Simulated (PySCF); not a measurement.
NICS in isomers of C9H7N.

NICS = −σ at a ghost point: NICS(0) at the centroid of the ring atoms, NICS(1) 1 Å to either side along the normal of their mean plane, zz for the tensor component along that normal. Level: GIAO PBE0/pcSseg-1 (PySCF, non-relativistic, gas phase) on the GFN2-xTB geometries, one conformer each. Atom numbers follow the mapped SMILES.

Question: Order these rings by mean NICS(1)zz, lowest (most negative) first (ppm).
A. ring C1–C2–C3–C4–C9–C10 in `[cH:1]1[cH:2][cH:3][c:4]2[n:5][cH:6][cH:7][cH:8][c:9]2[cH:10]1`
B. ring N6–C7–C8–C9–C10 in `[CH2:1]=[C:2]=[CH:3][C:4]#[C:5][n:6]1[cH:7][cH:8][cH:9][cH:10]1`
C. ring C3–C4–C5–C6–C9–C10 in `[H]/[N:8]=[CH:7]/[c:6]1[cH:5][cH:4][c:3]([C:2]#[CH:1])[cH:10][cH:9]1`

Answer: A (-30.0), B (-27.1), C (-25.6).

| SMILES | ring | NICS(0) | NICS(1) | NICS(1)zz | HOMA | rms pucker (Å) | ring atoms with four or more neighbours |
| --- | --- | --- | --- | --- | --- | --- | --- |
| c1ccc2ncccc2c1 | 6-membered carbocycle; formal bonds all aromatic | -9.0 | -11.9 | -30.0 | 0.86 | 0.00 | 0 |
| C=C=CC#Cn1cccc1 | 5-membered ring with N; formal bonds all aromatic | -13.5 | -10.4 | -27.1 | 0.86 | 0.00 | 0 |
| [H]/N=C/c1ccc(C#C)cc1 | 6-membered carbocycle; formal bonds all aromatic | -7.7 | -10.6 | -25.6 | 0.98 | 0.00 | 0 |

NICS(0) gives another order. The isotropic NICS(1) gives another order. HOMA uses Krygowski's 1993 parameters. NICS(1) and NICS(1)zz are means over the two faces.
